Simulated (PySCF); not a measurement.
This PySCF input asks for the NMR shieldings of `CC1C[SiH2][SiH2]C1`, C$_{4}$H$_{12}$Si$_{2}$; the geometry comes from PBE0-D3(BJ)/def2-SVP.

```python
import basis_set_exchange as bse
import numpy as np
from pyscf import gto, dft
from pyscf.prop import nmr

atoms = """
C     2.356935   -0.414494    0.201930
C     0.891467   -0.042401    0.394111
C    -0.046808   -1.188125   -0.030177
Si   -1.862573   -0.636279    0.148590
Si   -1.325924    1.627821   -0.138841
C     0.532391    1.258967   -0.347915
H     2.570865   -0.606330   -0.862645
H     2.617771   -1.324132    0.765169
H     3.024488    0.394640    0.537079
H     0.730904    0.136074    1.475660
H     0.164831   -2.105011    0.543246
H     0.135098   -1.433657   -1.092598
H    -2.760087   -1.251889   -0.877055
H    -2.407681   -0.957411    1.505493
H    -1.589454    2.465182    1.073939
H    -1.918742    2.318019   -1.325629
H     0.739083    1.132673   -1.426556
H     1.161836    2.095813   -0.004797
"""
names = dict.fromkeys(["C", "Si", "H"], "pcSseg-1")
basis = {el: gto.basis.parse(bse.get_basis(n, elements=[el], fmt="nwchem")) for el, n in names.items()}
mol = gto.M(atom=atoms, basis=basis, charge=0, verbose=0)
mf = dft.RKS(mol, xc="PBE")
mf.grids.level = 2
mf.grids.alignment = dft.numint.BLKSIZE   # the property module wants whole blocks of grid points
mf.conv_tol = 1e-9
mf.kernel()

calc = nmr.RKS(mf)   # GIAO
sigma = calc.kernel()   # uncoupled for a functional without exact exchange
for i, s in enumerate(sigma):   # ppm
    print("%2d %-2s %9.2f" % (i, mol.atom_pure_symbol(i), np.trace(s) / 3))
```

Q: What does it print?

A: 
```
 0 C     150.56
 1 C     140.25
 2 C     157.72
 3 Si    400.01
 4 Si    400.01
 5 C     157.65
 6 H      30.37
 7 H      29.72
 8 H      29.73
 9 H      29.76
10 H      29.87
11 H      30.96
12 H      27.17
13 H      27.25
14 H      27.25
15 H      27.17
16 H      30.96
17 H      29.87
```

These numbers come from an equivalent density-fitted implementation of the same equations, which agrees with the script to about 0.01 ppm for H and up to a few tenths of a ppm for heavy atoms, so last digits may differ.

Q: Turn these shieldings into chemical shifts. References, each an isolated molecule treated in the same way: 13C (180.03 ppm) and 29Si (334.61 ppm) and 1H (31.20 ppm) vs TMS.

A: Averaging equivalent atoms: C 1: 39.8; C 0: 29.5; C 2/5: 22.3; Si 3/4: -65.4; H 12/15: 4.03; H 13/14: 3.95; H 9: 1.44; H 10/17: 1.33; H 6/7/8: 1.26; H 11/16: 0.24 ppm. 

Size and cost of the density-fitted run: 176 basis functions, 31 s wall time on 1 thread of an Arm Neoverse V1, shared host.
